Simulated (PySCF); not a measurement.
C2H7FOSi2, SMILES C=C[Si@H](F)[SiH2]O.

Coordinates come from a PBE-D3(BJ)/def2-SVP optimisation. The structure was generated by enumeration; whether it is a known compound was not checked. One conformer was computed; it need not be the lowest.

All values below come from PBE-D3(BJ)/def2-SVP (PySCF).

Frequencies are harmonic and unscaled.

Computed normal modes with their intensities:
| mode | ν (cm⁻¹) | IR (km/mol) | moving atoms (share of kinetic energy) |
|---|---|---|---|
| 1 | 25 | 3.4 | O 43 %, H 19 %, Si 16 %, F 13 %, C 8 % |
| 2 | 54 | 0.1 | C 38 %, Si 19 %, H 18 %, O 17 %, F 9 % |
| 3 | 91 | 3.2 | H 34 %, C 22 %, F 16 %, O 15 %, Si 14 % |
| 4 | 144 | 2.3 | F 39 %, C 27 %, H 18 %, Si 11 % |
| 5 | 178 | 14.4 | H 37 %, F 24 %, Si 22 %, C 15 % |
| 6 | 197 | 0.5 | Si 25 %, H 22 %, C 21 %, O 21 %, F 11 % |
| 7 | 247 | 107.3 | H 80 %, O 15 % |
| 8 | 362 | 15.8 | Si 48 %, H 26 %, C 20 % |
| 9 | 426 | 15.1 | Si 41 %, H 26 %, C 24 %, F 9 % |
| 10 | 453 | 9.2 | H 69 %, Si 14 %, C 11 % |
| 11 | 525 | 16.4 | H 52 %, Si 33 %, C 13 % |
| 12 | 645 | 14.2 | C 44 %, H 27 %, Si 26 % |
| 13 | 694 | 71.8 | H 93 % |
| 14 | 735 | 344.5 | H 80 %, Si 12 % |
| 15 | 771 | 14.9 | H 72 %, F 23 % |
| 16 | 793 | 90.5 | O 47 %, H 42 %, Si 11 % |
| 17 | 845 | 94.2 | Si 39 %, H 31 %, F 26 % |
| 18 | 873 | 113.5 | H 53 %, Si 29 %, F 9 %, O 9 % |
| 19 | 885 | 85.6 | H 88 %, O 9 % |
| 20 | 901 | 59.0 | H 78 %, Si 15 % |
| 21 | 946 | 24.6 | H 72 %, C 28 % |
| 22 | 965 | 8.2 | H 82 %, C 14 % |
| 23 | 1000 | 14.0 | H 94 % |
| 24 | 1224 | 0.0 | H 72 %, C 28 % |
| 25 | 1365 | 10.3 | H 85 %, C 15 % |
| 26 | 1611 | 4.8 | C 86 %, H 13 % |
| 27 | 2117 | 104.9 | H 97 % |
| 28 | 2141 | 126.0 | H 97 % |
| 29 | 2175 | 101.3 | H 97 % |
| 30 | 3052 | 8.8 | H 95 % |
| 31 | 3067 | 4.0 | H 92 %, C 8 % |
| 32 | 3150 | 4.2 | H 89 %, C 11 % |
| 33 | 3757 | 85.9 | H 94 % |
